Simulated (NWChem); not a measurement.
Molecule: H₂PO₄, doublet; SMILES [O]P(=O)(O)O

```xyz
7

O      0.1149     1.1717    -1.0914
P     -0.0744     0.1235     0.0023
O      0.0593     0.9180     1.2975
O      0.9543    -1.1205    -0.0783
O     -1.4507    -0.6738    -0.1628
H      1.8707    -0.8537     0.1092
H     -1.3407    -1.6352    -0.0743
```
Atoms are numbered in this order, from 1.

All runs: NWChem. Spin-unrestricted. Geometry: optimised at B3LYP/6-31G* (spherical d), spin-unrestricted. No stability test was run on the SCF state. Vzz is the largest principal value of the second derivative of the potential at the nucleus (NWChem prints the opposite sign); η is the asymmetry. Non-relativistic.

```
level               Vzz O1 (a.u.)        η O1  Vzz O3 (a.u.)        η O3  Vzz O4 (a.u.)        η O4  Vzz O5 (a.u.)  η O5
------------------  -------------  ----------  -------------  ----------  -------------  ----------  -------------  ----
UHF/def2-TZVP               1.435        0.94          1.598        0.90          1.475        0.87          1.552  0.72
UHF/cc-pVTZ                 1.443        0.93          1.597        0.90          1.468        0.87          1.541  0.72
CAM-B3LYP/def2-SVP     (withheld)  (withheld)     (withheld)  (withheld)     (withheld)  (withheld)     (withheld)  0.70
```

Q: Fill in the missing entries.

A: 
- CAM-B3LYP/def2-SVP, Vzz O1 (a.u.): -1.329
- CAM-B3LYP/def2-SVP, η O1: 0.81
- CAM-B3LYP/def2-SVP, Vzz O3 (a.u.): -1.276
- CAM-B3LYP/def2-SVP, η O3: 0.77
- CAM-B3LYP/def2-SVP, Vzz O4 (a.u.): 1.439
- CAM-B3LYP/def2-SVP, η O4: 0.81
- CAM-B3LYP/def2-SVP, Vzz O5 (a.u.): 1.492
